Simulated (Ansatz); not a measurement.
`N=C(Cl)BN` + `[SiH3][SeH]` → `NB[Se][SiH3]` + `N=CCl`  (ligand exchange at a B–C bond)

Program: Ansatz. Geometries: PBE0-D4/def2-TZVP. ΔE: electronic, gas phase. CCSD(T)/CBS adds triple-zeta CCSD(T) − MP2 to the extrapolated MP2 energy (def2 sets, frozen cores). This one scheme is used for every species. Functionals use def2-TZVPP. B3LYP here is the variant with VWN-RPA as its local correlation; programs differ in this. For Se outer-core shells are correlated without core-valence functions, which leaves a few kJ/mol of doubt a bond. Scalar relativity is left out up to krypton. Each species was taken in one conformer, which may not be the lowest.

Problem. Is it downhill or uphill in electronic energy at CCSD(T)/CBS, and by how much? (Estimate.)

Solution. Ansatz gave: Downhill: ΔE = -0.28 eV.

Problem. What do these levels give: r2SCAN-D4, B3LYP-D4, ωB97M-V, B2PLYP, r2SCAN, MP2/def2-TZVPP, CCSD/def2-TZVPP, CCSD(T)/def2-TZVPP, HF/def2-QZVPP, SCS-MP2/def2-QZVPP, HF/CBS(def2), MP2/CBS(def2)? (Best estimate.)

Solution. Ansatz gave: r2SCAN-D4 -0.25, B3LYP-D4 -0.23, ωB97M-V -0.26, B2PLYP -0.24, r2SCAN -0.24, MP2/def2-TZVPP -0.34, CCSD/def2-TZVPP -0.29, CCSD(T)/def2-TZVPP -0.28, HF/def2-QZVPP -0.27, SCS-MP2/def2-QZVPP -0.30, HF/CBS(def2) -0.27, MP2/CBS(def2) -0.34 eV.

Largest T1 diagnostic among the species: 0.014.

From PBE to PBE0 (25 % exact exchange), in def2-TZVPP and without D4, ΔE moves by −0.05 eV.
